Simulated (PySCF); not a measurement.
**Magnetic susceptibility: SMILES C=CCN([SiH3])/N=C/C, C5H12N2Si**

Geometry:
```
atom   x (Å)   y (Å)   z (Å)
  C1  -3.175  -1.158  -0.161
  C2  -1.906  -1.126   0.197
  C3  -1.266  -0.001   0.952
  N4  -0.130   0.544   0.223
 Si5  -0.352   1.651  -1.102
  N6   1.018  -0.062   0.584
  C7   2.109   0.118  -0.027
  C8   3.346  -0.556   0.456
  H9  -3.593  -1.984  -0.712
 H10  -3.855  -0.363   0.096
 H11  -1.231  -1.928  -0.070
 H12  -1.990   0.794   1.139
 H13  -0.883  -0.371   1.908
 H14   0.577   2.769  -0.922
 H15  -1.736   2.089  -0.977
 H16  -0.125   1.004  -2.399
 H17   2.206   0.760  -0.908
 H18   4.098   0.185   0.727
 H19   3.765  -1.184  -0.330
 H20   3.119  -1.169   1.323
```

Method: GIAO CAM-B3LYP/pcSseg-1 magnetisability, rotational g tensor and spin-rotation constants, non-relativistic, gas phase (PySCF 2.14.0). Geometry: GFN2-xTB.

Task: How diamagnetic is it, and how anisotropic?

Result: Isotropic -1281 × 10⁻³⁰ J/T², or -77.2 × 10⁻⁶ cm³/mol; principal values -1342, -1321, -1181 × 10⁻³⁰ J/T², anisotropy 152 × 10⁻³⁰ J/T² (root of half the summed squared differences of the principal values). The susceptibility is in cgs units.

Task: Split it along the inertial axes a, b, c into diamagnetic and paramagnetic parts about the centre of mass, with the quadrupole moment.

Result: 
```tsv
axis	χ (10⁻⁶ cm³/mol)	diamagnetic (10⁻⁶ cm³/mol)	paramagnetic (10⁻⁶ cm³/mol)	summed x² of all electrons (Å²)	quadrupole Θ (D Å)
a	-74.0	-621.9	547.9	291.4	+4.64
b	-78.6	-1380.9	1302.3	112.5	-2.30
c	-78.9	-1713.3	1634.4	34.1	-2.35
```
Anisotropies 2χaa − χbb − χcc = +9.5 and 2χbb − χaa − χcc = -4.3 × 10⁻⁶ cm³/mol. Θ is traceless in Buckingham's convention.

Task: And the rotational g tensor?

Result: 
| axis | rotational constant (GHz) | g | nuclear part | electronic part |
| --- | --- | --- | --- | --- |
| a | 2.4956 | -0.0365 | 0.6059 | -0.6423 |
| b | 0.9933 | -0.0105 | 0.5972 | -0.6077 |
| c | 0.7788 | -0.0081 | 0.5899 | -0.5980 |

Asymmetric top; isotopes 12C, 1H, 14N, 28Si; no vibrational averaging.
